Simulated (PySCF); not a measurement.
Mapped SMILES: `[CH3:1][CH2:2][C:3]([SiH3:4])([SiH3:5])[SiH3:6]` (H(Xn): hydrogen on atom n).

PySCF calculation with GFN2-xTB geometry and NMR shieldings at PBE0/pcSseg-1/GIAO; one computed conformer, no relativistic terms, no solvent, rapidly exchanging positions averaged.

List the cross peaks expected in HSQC, COSY and HMBC spectra.

## Answers



HSQC (one-bond C–H):
| δH | δC |
| --- | --- |
| 1.74 (H(C2)) | 30.9 (C2) |
| 1.21 (H(C1)) | 16.8 (C1) |

COSY cross peaks (H two or three bonds apart, from the bond graph; peaks can be absent where the dihedral angle is near 90°):
| δH | δH |
| --- | --- |
| 1.74 (H(C2)) | 1.21 (H(C1)) |

HMBC (two and three bonds, from the bond graph; two-bond peaks within aromatic rings are usually weak or absent):
| δH | δC |
| --- | --- |
| 3.98 (H(Si4)/H(Si5)/H(Si6)) | 30.9 (C2), -5.2 (C3) |
| 1.74 (H(C2)) | 16.8 (C1), -5.2 (C3) |
| 1.21 (H(C1)) | 30.9 (C2), -5.2 (C3) |

Chemical shifts δ = σref − σ; 1H and 13C against TMS, all at this level.

Short H···H contacts in this conformer between protons four or more bonds apart (candidates for NOE cross peaks, intensity ∝ r⁻⁶): H(C1)···H(Si4) 2.53 Å, H(C2)···H(Si5) 2.76 Å.

Shifts are as computed. Against solution values, carbons near 30 ppm lie about +3 ppm off and those near 130 ppm about +5 ppm (rms about the fit 2.1 ppm; single classes can miss by 10 ppm). Of 1328 compounds with measured shifts, 309 miss one by over three times the rms of a fit or turn the order of signals round; such compounds aren't used in these exercises. Signals without a measured value on file couldn't be tested in this way; 1H shifts scatter by 0.2 ppm about their fit, and single ones miss by 0.5 ppm.
